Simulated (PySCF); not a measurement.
# Simulated characterisation data

Method: GFN2-xTB structure, shielding tensors at PBE0/pcSseg-1 (GIAO), in PySCF 2.14.0 with density-fitted response routines (one computed conformer, gas phase, averaged over atoms made equivalent by symmetry, fast rotation or ring inversion, non-relativistic).

References, each an isolated molecule treated in the same way: TMS for 1H (σ = 31.72 ppm), 13C (σ = 186.93 ppm). Splittings of carbon signals by F and P are missing where no couplings were computed. Where no couplings were computed, multiplicities follow the n + 1 count of equivalent neighbours, and m marks all less simple cases (inequivalent or close neighbours, rings, F or P nearby). Shifts are as computed. Against solution values, carbons near 30 ppm lie about +3 ppm off and those near 130 ppm about +5 ppm. Of 1211 compounds with measured shifts, 218 miss one by over three times the rms of a fit or turn the order of signals round; such compounds aren't used in these exercises.

Compound 1 (C5H9NSi2). 1H NMR (500 MHz, computed): δ 4.94 (m, 2H), 4.03 (t, 3H), 2.44 (q, 2H), 1.97 (m, 2H). 13C{1H} NMR (computed): δ 190.6, 120.5, 110.8, 24.7, 22.5. Structure: `N#CC1=C(C[SiH3])C[SiH2]1`.

Compound 2 (C6H6OP2). 1H NMR (500 MHz, computed): δ 10.64 (m, 1H), 10.32 (m, 1H), 9.78 (m, 1H), 3.21 (m, 3H). 13C{1H} NMR (computed): δ 196.1 (CH), 183.2 (C), 175.3 (C), 170.4 (CH), 166.1 (CH), 30.7 (CH3). Structure: SMILES Cc1cpcc(C=O)p1.
